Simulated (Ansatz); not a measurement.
Consider the ligand exchange at the Si–N bond: `BN[SiH2]C=C` + H₂S → `C=C[SiH2]S` + `BN`.

Calculated with Ansatz (gas phase, PBE0-D4/def2-TZVP geometries, no zero-point term in ΔE). CBS: MP2 limit from def2 TZ/QZ plus the TZ coupled-cluster correction, frozen cores. This one scheme is used for every species. Functionals use def2-TZVPP. One conformer a species, not always the lowest.

```
             level  ΔE (kJ/mol)  difference from CCSD(T)/CBS
            PBE-D4        -28.1                        -12.1
         revPBE-D4        -26.3                        -10.3
           BLYP-D4        -19.1                         -3.1
         r2SCAN-D4        -23.2                         -7.2
        r2SCAN0-D4        -21.7                         -5.7
           ωB97M-V        -17.5                         -1.5
          PBE-QIDH        -21.1                         -5.1
            revPBE        -30.4                        -14.4
              PBE0        -26.2                        -10.2
           r2SCANh        -23.1                         -7.1
         CAM-B3LYP        -15.1                          0.9
     CCSD/def2-SVP        -13.0                          3.0
  CCSD(T)/def2-SVP        -13.6                          2.4
    MP2/def2-TZVPP        -16.5                         -0.5
SCS-MP2/def2-TZVPP        -13.2                          2.8
    MP2/def2-QZVPP        -17.4                         -1.4
       CCSD(T)/CBS        -16.0                            0
```

(1) What do rigid-rotor, harmonic-oscillator terms from PBE0-D4/def2-TZVP frequencies (298.15 K, 1 bar) make of the CCSD(T)/CBS value? (Estimate.)

Largest T1 diagnostic among the species: 0.012.

Answers

(1) Computed: ΔZPE = +9.4 kJ/mol, ΔH = -8.2 kJ/mol, ΔS = 3 J/(mol·K), ΔG = -9.0 kJ/mol.

Leaving LDA and LC-ωPBE aside and taking each functional with its dispersion term where it has one, the values, not all of them listed here, spread over 13.8 kJ/mol, from PBE-D4 to CAM-B3LYP-D4. LDA lies +4.1 kJ/mol from PBE without D4. From BLYP to BHLYP (50 % exact exchange), in def2-TZVPP and without D4, ΔE moves by +6.1 kJ/mol. In def2-TZVPP, CCSD(T) changes the Hartree–Fock value by −3.8 kJ/mol (the triples alone add −1.5 kJ/mol) and MP2 by −6.6 kJ/mol.
